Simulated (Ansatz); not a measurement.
Consider the redistribution: `O[SiH](O)N[SiH](F)F` + `C[SiH2]S[SiH2]Cl` → `F[SiH](F)S[SiH2]Cl` + `C[SiH2]N[SiH](O)O`.

Gas-phase electronic energies from Ansatz, PBE0-D4/def2-TZVP geometries. CCSD(T)/CBS adds triple-zeta CCSD(T) − MP2 to the extrapolated MP2 energy (def2 sets, frozen cores). DFT in def2-TZVPP. B3LYP here is the variant with VWN-RPA as its local correlation; programs differ in this. Each species was taken in one conformer, which may not be the lowest.

| level | ΔE (kJ/mol) |
| --- | --- |
| B3LYP-D4 | 24.8 |
| PBE | 23.8 |
| PBE0 | 26.7 |
| B3LYP | 23.5 |

**Question.** What does CCSD(T)/CBS give? (An estimate is asked.)

**Answer.** Ansatz gave: +27.5 kJ/mol. The listed levels differ from it by -2.7, -3.7, -0.8, -4.0 kJ/mol.

Largest T1 diagnostic among the species: 0.012.
